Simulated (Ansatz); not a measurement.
Consider the germylene formation by 1,1-elimination: `C[O][GeH2][O]C` → `C[O][Ge][O]C` + H₂.

Calculated with Ansatz (gas phase, PBE0-D4/def2-TZVP geometries, no zero-point term in ΔE). CCSD(T)/CBS adds triple-zeta CCSD(T) − MP2 to the extrapolated MP2 energy (def2 sets, frozen cores). This one scheme is used for every species. Functionals use def2-TZVPP. For Ge outer-core shells are correlated without core-valence functions, which leaves a few kJ/mol of doubt a bond. Scalar relativity is left out up to krypton. Each species was taken in one conformer, which may not be the lowest.

`C[O][GeH2][O]C`:

```xyz
13

C     1.169   -1.200    1.248
O     0.221   -0.175    1.444
Ge    0.242    1.220    0.351
O    -0.121    0.681   -1.298
C    -1.384    0.114   -1.560
H     1.043   -1.696    0.279
H     2.199   -0.825    1.310
H     1.030   -1.944    2.036
H    -0.869    2.135    0.883
H     1.652    1.816    0.253
H    -1.542   -0.815   -1.000
H    -1.437   -0.114   -2.627
H    -2.204    0.803   -1.318
```

`C[O][Ge][O]C`:

Cartesian coordinates in Å:
```
C -1.870 -0.165 -1.101
O -0.742 -0.802 -1.659
Ge 0.911 -0.861 -1.026
O 0.643 0.105 0.462
C 1.689 0.371 1.363
H -2.274 0.548 -1.827
H -2.641 -0.914 -0.894
H -1.631 0.365 -0.176
H 1.442 -0.035 2.349
H 2.646 -0.065 1.047
H 1.827 1.452 1.463
```

H₂:

Z-matrix (Å, degrees):
```
H
H 1 0.746
```

| level | ΔE (kJ/mol) |
| --- | --- |
| BHLYP-D4 | 56.0 |
| HF/def2-TZVPP | 73.2 |

Q: What does CCSD(T)/CBS give? (Estimate.)

A: Ansatz gave: +48.6 kJ/mol. The listed levels differ from it by 7.4, 24.6 kJ/mol.

Largest T1 diagnostic among the species: 0.015.

In def2-TZVPP, CCSD(T) changes the Hartree–Fock value by −11.5 kJ/mol (the triples alone add −5.0 kJ/mol) and MP2 by −10.6 kJ/mol. Leaving LDA and LC-ωPBE aside and taking each functional with its dispersion term where it has one, the values, not all of them listed here, spread over 66.1 kJ/mol, from BLYP-D4 to PBE-QIDH. LDA lies +31.2 kJ/mol from PBE without D4.

CCSD(T)/CBS has its own doubt, a few kJ/mol and more with outer-core shells, so smaller differences from it don't rank the levels.
